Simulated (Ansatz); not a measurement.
`OC[SiH2][AsH2]` + `N#CO` → `N#COCO` + `[SiH3][AsH2]`  (substitution at a C–Si bond)

Computed with Ansatz on PBE0-D4/def2-TZVP structures; ΔE is electronic, products minus reactants. CCSD(T)/CBS is the MP2 limit (def2-TZVPP, def2-QZVPP) plus CCSD(T) − MP2 in def2-TZVPP, frozen cores. This one scheme is used for every species. DFT in def2-TZVPP. B3LYP here is the variant with VWN-RPA as its local correlation; programs differ in this. For As outer-core shells are correlated without core-valence functions, which leaves a few kJ/mol of doubt a bond. Scalar relativity is left out up to krypton. Each species was taken in one conformer, which may not be the lowest.

```
    level  ΔE (kJ/mol)
   PBE-D4         22.9
revPBE-D4         23.4
  BLYP-D4         19.3
 PBE-QIDH         24.0
      PBE         19.4
   r2SCAN         18.2
    B3LYP         15.2
  r2SCANh         19.3
```

Q: What does CCSD(T)/CBS give? (An estimate is asked.)

A: Ansatz gave: +27.6 kJ/mol. The listed levels differ from it by -4.7, -4.2, -8.3, -3.6, -8.2, -9.4, -12.4, -8.3 kJ/mol.

Largest T1 diagnostic among the species: 0.014.

Leaving LDA and LC-ωPBE aside and taking each functional with its dispersion term where it has one, the values, not all of them listed here, spread over 6.4 kJ/mol, from B2PLYP to ωB97M-V. In def2-TZVPP, CCSD(T) changes the Hartree–Fock value by +15.5 kJ/mol (the triples alone add −0.2 kJ/mol) and MP2 by +20.1 kJ/mol.
